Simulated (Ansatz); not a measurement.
Reaction R1 → P1 + P2, each structure at its B3LYP-D3(BJ)/def2-TZVP stationary point, reached from a drawn start (curvature not checked).
R1: H4Zr (SMILES [ZrH4]), charge 0, multiplicity 1.
P1, H3Zr (SMILES [ZrH3]) (charge 0, multiplicity 2):
```xyz
4

Zr    -0.00125    -0.00095    -0.23761
H      1.83481    -0.00955     0.07012
H     -0.90825     1.59416     0.07739
H     -0.92521    -1.58366     0.09020
```
P2: H atom, charge 0, multiplicity 2.

P less R. No zero-point or thermal terms; singlets are restricted closed shells; open shells are unrestricted; no spin–orbit coupling. The spin states of the d-block species are the ones drawn and need not be the lowest.

Frozen-core correlation throughout.

Codes used: Ansatz (a first-principles code) with Gaussian orbitals. No computed number here is a measurement. Elements past Kr take the def2 small-core potentials, without spin–orbit coupling.

**Question.** Predict the reaction energy from B97M-V/def2-TZVPP.

**Answer.** 3.36 eV

**Question.** What reaction energy does CCSD(T)/def2-TZVPP give?

**Answer.** 3.22 eV

**Question.** What reaction energy does B2PLYP/def2-TZVPP give?

**Answer.** 3.23 eV
